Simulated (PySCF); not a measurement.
Computed shifts of a molecule C2H7ClSi, PBE/pcSseg-1 in PySCF, GIAO, gas phase, atoms alike by connectivity averaged where their shifts nearly agree, in ppm (number of nuclei): ²⁹Si: 3.7 (1). ¹³C: 15.3 (1), 11.5 (1). ¹H: 5.58 (1), 5.42 (1), 1.49 (3), 1.34 (1), 1.00 (1). References: ²⁹Si against TMS (σ = 335.4 ppm); ³⁵Cl against HCl (σ = 936.5 ppm); ¹³C against TMS (σ = 182.0 ppm); ¹H against TMS (σ = 31.49 ppm), references at their B3LYP-D3(BJ)/def2-TZVP geometries, non-relativistic (without spin–orbit terms, shifts of atoms bonded to Cl or Br come out too high). The structure is a stationary point at B3LYP-D3(BJ)/def2-SVP. One conformer was computed; it need not be the lowest.

Question: Pick the molecule that these values belong to.
A. C[SiH](C)Cl
B. CC[SiH2]Cl
C. [SiH3]CCCl

Answer: B, CC[SiH2]Cl
